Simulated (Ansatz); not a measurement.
Geometry optimisation, Ansatz, RHF/def2-SVP.

Input file:

```yaml
crystal:
  periodic: [false, false, false]
  atoms:
    - { symbol: Ta, position_ang: [0.0, 0.0, 0.0] }
    - { symbol: F, position_ang: [2.28, 0.0, 0.0] }
    - { symbol: F, position_ang: [0.0, 0.0, 1.93] }
    - { symbol: Cl, position_ang: [0.0, 0.0, -2.47] }
    - { symbol: O, position_ang: [-1.01, 1.7493, 0.0] }
    - { symbol: H, position_ang: [-1.4859, 1.8638, 0.8834] }
    - { symbol: Cl, position_ang: [-1.235, -2.139, 0.0] }
    - { symbol: Br, position_ang: [0.9302, -2.4365, -1.3787] }
    - { symbol: H, position_ang: [2.1654, -1.1057, -0.6257] }
basis:
  gaussian: { orbitals: def2-SVP }
hamiltonian:
  xc: hf
relax:
  f_tol: 0.15
  max_steps: 25
  restrain:
    - { distance: [0, 7], at: 3.85, k: 30.0 }
    - { distance: [8, 1], at: 2.12, k: 30.0 }
    - { distance: [0, 1], at: 1.93, k: 30.0 }
    - { distance: [8, 7], at: 1.55, k: 30.0 }
```

Run as:

```bash
$ ansatz run input.yaml --threads 4 --pin off --max-ram 5120MiB --backend cpu --events-out ev --progress --plain --runs-dir out
```

Task: Where does it end, and by what steps?

Result: The run converged. The restraints hold the end off the free minimum. After 14 steps the energy has fallen by 6.374 eV (the restraints' own energy left out); Br8 moved furthest, 1.28 Å. Parted: Ta1–Br8, Ta1–H9, Cl7–Br8. Joined: Br8–H9.

```json
{"step": "0", "energy less start (eV)": "0.0000", "largest force component (eV/Å)": "6.172", "accepted": "yes"}
{"step": "1", "energy less start (eV)": "-1.4463", "largest force component (eV/Å)": "5.150", "accepted": "yes"}
{"step": "2", "energy less start (eV)": "-2.9921", "largest force component (eV/Å)": "4.218", "accepted": "yes"}
{"step": "3", "energy less start (eV)": "-4.5139", "largest force component (eV/Å)": "4.591", "accepted": "yes"}
{"step": "4", "energy less start (eV)": "-5.5995", "largest force component (eV/Å)": "2.216", "accepted": "yes"}
{"step": "5", "energy less start (eV)": "-6.0721", "largest force component (eV/Å)": "1.791", "accepted": "yes"}
{"step": "6", "energy less start (eV)": "-6.2001", "largest force component (eV/Å)": "1.693", "accepted": "yes"}
{"step": "7", "energy less start (eV)": "-6.2755", "largest force component (eV/Å)": "1.732", "accepted": "yes"}
{"step": "8", "energy less start (eV)": "-6.3143", "largest force component (eV/Å)": "1.777", "accepted": "yes"}
{"step": "9", "energy less start (eV)": "-6.3347", "largest force component (eV/Å)": "1.794", "accepted": "yes"}
{"step": "10", "energy less start (eV)": "-6.3567", "largest force component (eV/Å)": "1.781", "accepted": "yes"}
{"step": "11", "energy less start (eV)": "-6.3709", "largest force component (eV/Å)": "1.780", "accepted": "yes"}
{"step": "12", "energy less start (eV)": "-6.2699", "largest force component (eV/Å)": "2.628", "accepted": "no"}
{"step": "13", "energy less start (eV)": "-6.3714", "largest force component (eV/Å)": "1.767", "accepted": "no"}
{"step": "14", "energy less start (eV)": "-6.3736", "largest force component (eV/Å)": "1.780", "accepted": "yes"}
```

```xyz
9
Properties=species:S:1:pos:R:3
Ta -0.251 0.053 -0.087
F 1.626 0.246 -0.384
F 0.293 -0.633 1.574
Cl -0.478 0.302 -2.416
O -0.949 1.632 0.479
H -1.330 2.367 0.936
Cl -1.953 -1.533 -0.069
Br 2.036 -2.921 -0.951
H 2.651 -1.581 -0.742
```

The run took 78 s on 4 threads of Arm Neoverse N1 (shared host), peak memory 0.52 GiB.
